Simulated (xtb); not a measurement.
Input for xtb: GFN-FF on GeH5NSi (SMILES [NH2][Ge][SiH3]), a point of a torsion scan.

```
$ xtb mol.xyz --gfnff --sp --chrg 0 --uhf 0
8

N      1.77649277    -0.13066060     0.19260853
Ge     0.55732707    -0.09539257     1.52509305
Si    -1.34278060     0.04641689     0.01863528
H      2.76896548    -0.18989931     0.36927910
H      1.62406630    -0.09756279    -0.80449354
H     -1.46863103    -1.08800694    -0.91425057
H     -2.64673821     0.10847094     0.69789748
H     -1.33391774     1.22477256    -0.86705070
```

The log:

```
[...]
           -------------------------------------------------
          |                Calculation Setup                |
           -------------------------------------------------



          ==================== Thresholds ====================
          CN  :   150.00000
          rep :   500.00000
          disp:  2500.00000
          HB1 :   250.00000
          HB2 :   450.00000

          Pauling EN used:
          Z : 1  EN :  2.20
          Z : 7  EN :  3.04
          Z :14  EN :  1.90
          Z :32  EN :  2.01
          electric field strengths (au): 0.000

           -------------------------------------------------
          |           Force Field Initialization            |
           -------------------------------------------------

          distances ...
          ----------------------------------------
          generating topology and atomic info file ...
          pair mat ...
          computing topology distances matrix with Floyd-Warshall algo ...
          making topology EEQ charges ...
          #fragments for EEQ constrain: 1
          ----------------------------------------
          generating topology and atomic info file ...
          pair mat ...
          computing topology distances matrix with Floyd-Warshall algo ...
          making topology EEQ charges ...
          #fragments for EEQ constrain: 1
          rings ...
          # BATM   22
          # H in HB   5
          doing iterative Hueckel for 1 subsystem(s) ...

  atom   neighbors  erfCN metchar sp-hybrid imet pi  qest     coordinates
    1  N       3    2.78   0.00         3    0    0  -0.369    3.357085   -0.246913    0.363977
    2  Ge      2    1.86   0.04         2    0    0   0.166    1.053196   -0.180266    2.882008
    3  Si      4    3.42   0.05         3    0    0  -0.014   -2.537488    0.087715    0.035216
    4  H       1    0.98   0.00         0    0    0   0.116    5.232586   -0.358858    0.697836
    5  H       1    0.98   0.00         0    0    0   0.116    3.069041   -0.184367   -1.520272
    6  H       1    0.96   0.01         0    0    0  -0.004   -2.775310   -2.056035   -1.727683
    7  H       1    0.96   0.01         0    0    0  -0.004   -5.001610    0.204980    1.318835
    8  H       1    0.96   0.01         0    0    0  -0.004   -2.520739    2.314485   -1.638488

          #atoms :   8
          #bonds :   7
          #angl  :   10
          #tors  :   6
          #nmol  :   1
          #optfrag :   1
           -------------------------------------------------
          |                   G F N - F F                   |
          |          A general generic force-field          |
          |                  Version 1.0.3                  |
           -------------------------------------------------
          Number of HB bonds (bound hydrogen)     0
          Number of HB bonds (unbound hydrogen)   30
          Number of XB bonds                      0

 E+G (total)                   0 d,  0 h,  0 min,  0.000 sec
 distance/D3 list               ...        0 min,  0.000 sec (  0.829%)
 non bonded repulsion           ...        0 min,  0.000 sec ( 14.513%)
 dCN                            ...        0 min,  0.000 sec (  4.205%)
 EEQ energy and q               ...        0 min,  0.000 sec (  8.408%)
 D3                             ...        0 min,  0.000 sec ( 13.691%)
 EEQ gradient                   ...        0 min,  0.000 sec (  5.851%)
 bonds                          ...        0 min,  0.000 sec ( 10.186%)
 bend and torsion               ...        0 min,  0.000 sec ( 13.222%)
 bonded ATM                     ...        0 min,  0.000 sec (  5.501%)
Note: The following floating-point exceptions are signalling: IEEE_UNDERFLOW_FLAG IEEE_DENORMAL
normal termination of xtb
 HB/XB (incl list setup)        ...        0 min,  0.000 sec ( 19.148%)

         :::::::::::::::::::::::::::::::::::::::::::::::::::::
         ::                     SUMMARY                     ::
         :::::::::::::::::::::::::::::::::::::::::::::::::::::
         :: total energy              -0.823074153490 Eh    ::
         :: gradient norm              0.026723745310 Eh/a0 ::
         ::.................................................::
         :: bond energy               -0.845736636670 Eh    ::
         :: angle energy               0.018961620645 Eh    ::
         :: torsion energy             0.000997419213 Eh    ::
         :: repulsion energy           0.035080718248 Eh    ::
         :: electrostat energy        -0.028940404312 Eh    ::
         :: dispersion energy         -0.003392339905 Eh    ::
         :: HB energy                 -0.000000492413 Eh    ::
         :: XB energy                  0.000000000000 Eh    ::
         :: bonded atm energy         -0.000044038296 Eh    ::
         :: external energy            0.000000000000 Eh    ::
         :: add. restraining           0.000000000000 Eh    ::
         :: total charge              -0.000000000000 e     ::
         :::::::::::::::::::::::::::::::::::::::::::::::::::::

           -------------------------------------------------
          |                Property Printout                |
           -------------------------------------------------

molecular dipole:
                 x           y           z       tot (Debye)
 q only:       -0.032      -0.004       0.262       0.671

           -------------------------------------------------
          | TOTAL ENERGY               -0.823074153490 Eh   |
          | GRADIENT NORM               0.026723745310 Eh/α |
           -------------------------------------------------
########################################################################
[WARNING] Runtime exception occurred
-1- gfnff_setup: Could not read topology file.
########################################################################

------------------------------------------------------------------------
------------------------------------------------------------------------
 total:
 SCF:
```

The run finished.

Cost: around 0.020 core-seconds (rough).
